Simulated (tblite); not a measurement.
C5H7ClF (doublet state).
Z-matrix (Å and degrees, GFN2-xTB geometry), rows numbered from 1:
```
F 
C   1  1.3762
C   2  1.5361  1  111.14
C   3  1.4789  2  104.28  1  -140.49
C   4  1.4361  3  111.80  2     2.27
Cl  5  1.9141  4  108.04  3   -97.77
C   5  1.5178  4  105.78  3    16.92
H   2  1.0948  1  106.22  3   121.77
H   3  1.0977  2  109.12  1   -21.73
H   3  1.0934  2  112.93  1    96.56
H   4  1.0731  3  123.31  2  -168.95
H   5  1.0864  4  117.73  3   148.96
H   7  1.0876  2  112.90  1   -86.59
H   7  1.0924  2  108.72  1    34.18
```

Level: GFN2-xTB in tblite, geometry and Hessian alike; calculated harmonic values, unscaled, isolated species. Errors from tens to a few hundred cm⁻¹ against measured bands are possible. One conformer, not necessarily the lowest. Open shells enter through the occupations alone, without spin polarisation, and single modes of such species can be off by tens of per cent.

Harmonic wavenumbers (cm⁻¹): 73.4, 112.1, 249.8, 291.7, 375.1, 425.9, 456.9, 542.0, 567.9, 724.9, 860.5, 893.1, 972.4, 977.0, 1004.9, 1056.0, 1076.4, 1087.0, 1108.1, 1122.4, 1160.6, 1237.7, 1252.0, 1265.3, 1282.2, 1311.9, 1336.1, 1430.8, 1455.3, 2891.5, 2938.4, 2949.6, 2981.1, 2995.6, 3030.3, 3152.4.

A = 4289, B = 1379, C = 1233 MHz; mass 121.022 u (most abundant isotopes); point group C1, symmetry number 1; spin multiplicity 2.

Problem. Zero-point energy?

Solution. Half the sum of the wavenumbers: 23324 cm⁻¹ = 279.02 kJ/mol.

Problem. What is S at 298.15 K and 1 bar for an ideal gas of classical rigid rotors and harmonic oscillators?

Solution. Translation 168.67, rotation 117.90, vibration 65.82, spin (R ln 2) 5.76: S = 358.2 J/(mol K).

Problem. And Cp and H(298.15 K) − H(0)?

Solution. Cp = 115.87 J/(mol K), of which vibrations give 82.61 (their classical limit is 36 R = 299.3); H(298.15 K) − H(0) = 21.05 kJ/mol without the zero-point energy, 11.13 from vibrations.

Problem. What must be added to the electronic energy to get the Gibbs energy at 298.15 K and 1 bar?

Solution. ZPE + [H(298.15 K) − H(0)] − T·S = 279.02 + 21.05 − 106.78 = 193.29 kJ/mol.

Problem. Which modes carry the vibrational entropy at 298.15 K?

Solution. 73.4 cm⁻¹: 16.99; 112.1 cm⁻¹: 13.52; 249.8 cm⁻¹: 7.25; 291.7 cm⁻¹: 6.13; 375.1 cm⁻¹: 4.43; 425.9 cm⁻¹: 3.65 J/(mol K); the other 30 give 13.86 together.

Problem. Blend soft modes into free rotors: weight 1/[1 + (100 cm⁻¹/ν̃)⁴] for the oscillator and the rest for a rotor with moment μB/(μ + B), μ = h/(8π²ν), B = 10⁻⁴⁴ kg m². What vibrational entropy results?

Solution. 62.18 J/(mol K) in place of 65.82, which changes −T·S at 298.15 K by +1.08 kJ/mol.

Hindered rotation and anharmonicity are outside this model. Other conformers, if any are populated, would add a mixing term that is left out. The structure is chiral; the term R ln 2 for an equal mix with its mirror image is left out.

Time: 0.65 s of wall time. Hardware: AMD EPYC, one thread, on a shared host. This covers the Hessian and the dipole derivatives.
